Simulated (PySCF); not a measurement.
# One molecule, several mistakes: AlBH6NSi

Calculated results; nothing here was measured. The program is PySCF 2.14.0, an open-source quantum chemistry code, run on an isolated molecule that a program drew, which may never have been made. The molecule is AlBH6NSi (charge 0, doublet), drawn as the SMILES string `[NH2][AlH][B][SiH3]`.

Each row is a Hartree-Fock (HF) and frozen-core CCSD(T) single point in the cc-pV(D+d)Z basis, meant for a local HF minimum. Run 1 is clean. Each other run has one planted mistake out of seven kinds, and not every kind appears here: one electron removed, one electron added, multiplicity raised by two, geometry at a saddle point, minimal basis STO-3G, one bond length entered in bohr, all coordinates scaled. The reference is restricted for singlets and unrestricted otherwise, and also for a bond in bohr. Adding or removing an electron swaps singlet and doublet. Electrons count all cores. HOMO and LUMO are orbital energies over both spins, the gradient is its largest component, and the lowest frequency (negative if imaginary) is given only where the gradient is small. Bond lengths are over the 9 bonds as drawn. T1 is the CCSD diagnostic: over 0.02 (restricted) or 0.045 (unrestricted) a single reference is doubtful.

Geometry of the clean run:
```xyz
10
AlBH6NSi, angstrom
N     1.2974    2.8280   -0.4207
Al    0.9146    1.7567    0.9324
B    -0.9868    1.7559    1.8047
Si   -2.8291    1.7739    2.6132
H     0.6766    3.4834   -0.8569
H     2.1919    2.8671   -0.8734
H     2.0514    0.7960    1.4683
H    -2.8360    2.1657    4.0450
H    -3.5294    0.4697    2.5023
H    -3.5971    2.7886    1.8428
```

| run | electrons | basis functions | <S^2> | HOMO (eV) | LUMO (eV) | gradient (hartree/bohr) | lowest frequency (cm^-1) | mean bond (Å) | longest bond (Å) | T1 | HF (hartree) | CCSD(T) (hartree) | mistake |
|---|---|---|---|---|---|---|---|---|---|---|---|---|---|
| 1 | 45 | 104 | 0.760 | -8.18 | 0.76 | 3.2e-05 | 54 | 1.5462 | 2.092 | 0.0157 | -613.44124 | -613.90774 | no fault |
| 2 | 45 | 104 | 1.597 | -8.00 | 0.61 | 7.5e-03 | - | 1.7026 | 2.989 | 0.0459 | -613.34429 | -613.80083 | one bond length entered in bohr |
| 3 | 45 | 34 | 0.768 | -5.54 | 7.03 | 3.7e-02 | - | 1.5462 | 2.092 | 0.0153 | -606.13896 | -606.32642 | ? |
| 4 | 44 | 104 | 0.000 | -15.02 | -5.93 | 5.4e-02 | - | 1.5462 | 2.092 | 0.0245 | -613.18379 | -613.64294 | ? |

**Which mistake was planted in run 3, and what did it cost?**

It has 34 basis functions where the clean run has 104, with the same electrons and geometry. So the mistake is: minimal basis STO-3G. Subtracting run 1 and multiplying by 627.51 kcal/mol a hartree, the energy moved by 4582.3 kcal/mol in HF and 4757.4 kcal/mol in CCSD(T).

**Which mistake was planted in run 4, and what did it cost?**

It counts 44 electrons, one fewer than the clean run, at the same geometry and basis. So the mistake is: one electron removed. Subtracting run 1 and multiplying by 627.51 kcal/mol a hartree, the energy moved by 161.6 kcal/mol in HF and 166.2 kcal/mol in CCSD(T).

Cautions from the logs. Run 2: T1 is over the limit, so its CCSD(T) energy is less reliable; run 4: T1 is over the limit, so its CCSD(T) energy is less reliable.
